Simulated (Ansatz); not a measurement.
`OB[SiH](O)F` + `O[SiH](O)S` → `O[SiH](O)S[SiH](O)F` + `BO`  (cleavage of the Si–B bond)

Gas-phase electronic energies from Ansatz, PBE0-D4/def2-TZVP geometries. CCSD(T)/CBS adds triple-zeta CCSD(T) − MP2 to the extrapolated MP2 energy (def2 sets, frozen cores). This one scheme is used for every species. DFT in def2-TZVPP. Each species was taken in one conformer, which may not be the lowest.

| species | B2PLYP energy (Eh) |
| --- | --- |
| `OB[SiH](O)F` | -567.03174 |
| `O[SiH](O)S` | -840.42677 |
| `O[SiH](O)S[SiH](O)F` | -1305.62572 |
| `BO` | -101.87466 |

Problem. Work out ΔE.

Solution. ΔE = (-1305.62572) + (-101.87466) − (-567.03174) − (-840.42677) = -0.04187 Eh = -1.14 eV. CCSD(T)/CBS gives -1.18 eV.

Largest T1 diagnostic among the species: 0.014.

The D4 term adds −0.13 eV with B3LYP and −0.07 eV with PBE0; it sums over pairs of atoms, weighted by their polarisabilities, and B3LYP, whose exchange is more repulsive, gets the larger term. From PBE to PBE0 (25 % exact exchange), in def2-TZVPP and without D4, ΔE moves by −0.04 eV. In def2-TZVPP, CCSD(T) changes the Hartree–Fock value by −0.08 eV (the triples alone add −0.04 eV) and MP2 by −0.20 eV.

B3LYP here is the variant with VWN-RPA as its local correlation; programs differ in this.
